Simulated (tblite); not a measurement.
Compound: C3H11Cl2FSi3.
SMILES with atom numbers: `[F:1][CH2:2][Si:3]([SiH3:4])([SiH3:5])[CH2:6][CH:7]([Cl:8])[Cl:9]` (hydrogens: H10, H11 on C2; H12, H13, H14 on Si4; H15, H16, H17 on Si5; H18, H19 on C6; H20 on C7)

The geometry is computed with GFN2-xTB (gas phase).

Task: What internal coordinates does the optimisation give?

Result: 
```csv
bond,length (Å)
F1–C2,1.384
C2–Si3,1.943
"Si3–Si4, Si3–Si5",2.344
Si3–C6,1.944
C6–C7,1.505
"C7–Cl8, C7–Cl9",1.783
"C2–H10, C2–H11",1.093
Si4–H12 and 5 like bonds,1.466
"C6–H18, C6–H19",1.091
C7–H20,1.093
```

Bonds in one row agree within 0.01 Å and their mean is given. A selection of angles:
```csv
angle,degrees
F1–C2–Si3,108.3
F1–C2–H10,106.0
Si3–C2–H10,113.9
H10–C2–H11,108.2
C2–Si3–Si4,105.8
C2–Si3–C6,99.4
Si4–Si3–Si5,121.2
Si4–Si3–C6,108.8
Si5–Si3–C6,113.0
Si3–Si4–H12,110.3
Si3–Si4–H13,111.6
Si3–Si4–H14,112.8
H12–Si4–H13,107.7
Si3–C6–C7,113.5
Si3–C6–H18,109.7
Si3–C6–H19,111.2
C7–C6–H18,107.6
H18–C6–H19,106.8
C6–C7–Cl8,110.9
C6–C7–H20,113.7
Cl8–C7–Cl9,108.4
Cl8–C7–H20,106.4
```

Torsions: F1–C2–Si3–Si4 -62° (synclinal); C2–Si3–C6–C7 -167° (antiperiplanar); Si3–C6–C7–Cl8 70° (synclinal). The mirror-image conformer, all signs reversed, is as good.

Si3 (four-coordinate silicon) is distorted tetrahedral (angles from 99.4° to 121.2°). Si4 (SiH3 silicon) is tetrahedral (angles from 106.9° to 112.8°). Of the pairs four or more bonds apart, Si5···Cl8 is among the closest relative to their van der Waals radii: 3.34 Å, 87 % of the sum of Bondi's values.

Point group: C1 (no symmetry element, even within 0.4 Å). Its GFN2-xTB frequencies are all real (lowest 16 cm⁻¹). One conformer, not necessarily the lowest. 3 starts were optimised and ended at 0.00, 0.64 and 1.48 kcal/mol (GFN2-xTB); the lowest of these is shown.
